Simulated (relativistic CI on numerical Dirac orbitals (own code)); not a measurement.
## Slater and spin-orbit integrals, Te⁵⁰⁺

These numbers are calculated, not measured: Dirac-Coulomb-Breit CI, orbitals from a KLI potential per configuration, model QED (radiative potential, 1s self-energy scaled to tabulated hydrogen-like ionisation energies), unscaled Slater integrals (own radial code, finite nucleus).

Slater integrals F^k, G^k are unscaled and averaged over j, outside the closed core (none); ζ comes from projecting the Hamiltonian with its Breit term on Σ l·s of the shell.

- 1s2s: G^0(1s,2s) = 283140 cm⁻¹; <r>(1s) = 0.02746, <r^2>(1s) = 0.001019, <r>(2s) = 0.1106, <r^2>(2s) = 0.01439 (bohr units).
- 1s2p: G^1(1s,2p) = 555430, ζ(2p) = 1.8243e+06 cm⁻¹; <r>(1s) = 0.02746, <r^2>(1s) = 0.001019, <r>(2p) = 0.09474, <r^2>(2p) = 0.01084 (bohr units).
- 1s3s: G^0(1s,3s) = 73974 cm⁻¹; <r>(1s) = 0.02743, <r^2>(1s) = 0.001017, <r>(3s) = 0.2528, <r^2>(3s) = 0.07286 (bohr units).

Averages of the first 10 configurations, taken without configuration mixing, which lowers the lowest level and can move excited configurations by several eV; other configurations of the list can lie among them:

```tsv
Configuration	Parity	States	Average energy above the lowest level (eV)
1s²	even	1	0.1
1s2s	even	4	27856.3
1s2p	odd	12	28138.2
1s3s	even	4	33094.2
1s3p	odd	12	33176.7
1s3d	even	20	33234.1
1s4s	even	4	34906.9
1s4p	odd	12	34941.4
1s4d	even	20	34965.6
1s4f	odd	28	34974.6
```
